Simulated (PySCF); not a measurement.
BH₅O₃Si, SMILES OB(O)O[SiH3]. Atoms are numbered in the order given.

```xyz
10

B      0.0461    -0.9557     0.0000
O      0.8299    -2.0716     0.0000
H      0.3525    -2.9035     0.0000
O     -1.3260    -0.9600     0.0000
H     -1.7457    -1.8228     0.0000
O      0.6736     0.2507     0.0000
Si     0.0155     1.7854     0.0000
H     -0.8165     2.0084    -1.2190
H     -0.8165     2.0084     1.2190
H      1.1584     2.7396     0.0000
```
Charge 0, spin multiplicity 1.

Coordinates come from a PBE0-D3(BJ)/def2-SVP optimisation. One conformer was computed; it need not be the lowest.

Two levels are set side by side: PBE/pcSseg-1 (PySCF) and PBE0/pcSseg-1 (PySCF). GIAO shifts against BF3 (¹¹B), H2O (¹⁷O), TMS (²⁹Si), TMS (¹H) at the same level; non-relativistic, no solvent, atoms listed together averaged. Differences are taken from unrounded values.

| quantity | PBE0 | PBE | PBE minus PBE0 |
|---|---|---|---|
| δ(¹¹B) of B1 (ppm) | 5.6 | 5.1 | -0.5 |
| δ(¹⁷O) of O2, O4 (ppm) | 89.7 | 97.8 | 8.2 |
| δ(¹H) of H3, H5 (ppm) | 2.58 | 2.46 | -0.12 |
| δ(¹⁷O) of O6 (ppm) | 58.8 | 66.2 | 7.3 |
| δ(²⁹Si) of Si7 (ppm) | -34.5 | -36.1 | -1.6 |

Rough cost on one machine, each run with all the roots and properties that it gave: PBE0 against PBE within a factor of 2.
